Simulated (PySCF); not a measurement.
## Zn⁺ (zinc, charge +1): UHF calculation

Configuration: [Ar] 3d10 4s1, 2S determinant. Calculation: PySCF 2.14, in cc-pVDZ-PP with ECP10MDF; a scalar-relativistic core potential.

- Total energy: -225.661679 hartree
- One-electron energy: -401.3282 hartree
- Hartree (Coulomb) energy: 195.3847 hartree
- Exchange energy: -19.7182 hartree
- ⟨S²⟩: 0.7507
- ⟨L²⟩: 0.000
- Sum of ⟨r⟩: 17.07 bohr
- Sum of ⟨r²⟩: 22.73 bohr²
- Time after the integrals: 0.07 s of wall time on 1 thread of Intel(R) Xeon(R) 6975P-C (shared host)

| shell | electrons | mean orbital energy (hartree) | rms radius, mean of both spins (bohr) |
| --- | --- | --- | --- |
| 3s α | 1 | -6.22304 | 0.734 |
| 3s β | 1 | -6.21492 | 0.734 |
| 3p α | 3 | -4.29256 | 0.777 |
| 3p β | 3 | -4.29218 | 0.777 |
| 3d α | 5 | -1.11928 | 0.993 |
| 3d β | 5 | -1.11756 | 0.993 |
| 4s α | 1 | -0.61895 | 2.86 |

Energies and moments cover only the electrons outside the core potential.
